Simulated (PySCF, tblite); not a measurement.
Isomers of C9H7FN2, one GFN2-xTB conformer each. Single-point energies are computed at PBE0/pcSseg-1 (PySCF, gas phase, no added dispersion term), electronic only.

| SMILES | GFN2-xTB relative energy (kcal/mol) |
| --- | --- |
| Fc1ccccc1-n1cccn1 | 2.1 |
| Fc1cccc(-n2cccn2)c1 | 0.0 |

Conformers: `[F:1][c:2]1[cH:3][cH:4][cH:5][cH:6][c:7]1-[n:8]1[cH:9][cH:10][cH:11][n:12]1` with C6–C7–N8–C9 174°; `[F:1][c:2]1[cH:3][cH:4][cH:5][c:6](-[n:7]2[cH:8][cH:9][cH:10][n:11]2)[cH:12]1` with C5–C6–N7–C8 180°.

Task: What does PBE0/pcSseg-1 give for the same structures?

Result: 
```json
{"SMILES": "Fc1cccc(-n2cccn2)c1", "PBE0/pcSseg-1 E (Eh)": "-555.80523", "PBE0/pcSseg-1 (kcal/mol)": "0.0", "GFN2-xTB (kcal/mol)": "0.0", "point group": "Cs"}
{"SMILES": "Fc1ccccc1-n1cccn1", "PBE0/pcSseg-1 E (Eh)": "-555.80186", "PBE0/pcSseg-1 (kcal/mol)": "2.1", "GFN2-xTB (kcal/mol)": "2.1", "point group": "near Cs"}
```

Both levels put the same isomer lowest. Neighbours under 2.5 kcal/mol apart (Fc1cccc(-n2cccn2)c1 and Fc1ccccc1-n1cccn1) can change places with a better method, another conformer or zero-point energy.

Task: Which frontier levels, dipoles and rotational constants go with these structures?

Result: 
| SMILES | HOMO (eV, PBE0/pcSseg-1) | LUMO (eV) | dipole (D) | A, B, C (MHz) |
| --- | --- | --- | --- | --- |
| Fc1cccc(-n2cccn2)c1 | -6.80 | -1.13 | 0.87 | 2492, 577.9, 469.1 |
| Fc1ccccc1-n1cccn1 | -6.75 | -1.01 | 0.93 | 2144, 723.8, 541.7 |

Task: What happens when harmonic zero-point energies from GFN2-xTB frequencies are added?

Result: 
```csv
SMILES,ZPE (kcal/mol),electronic (kcal/mol),with ZPE (kcal/mol)
Fc1cccc(-n2cccn2)c1,87.4,0.0,0.0
Fc1ccccc1-n1cccn1,87.5,2.1,2.2
```

The zero-point energies span 0.1 kcal/mol. The order is unchanged.
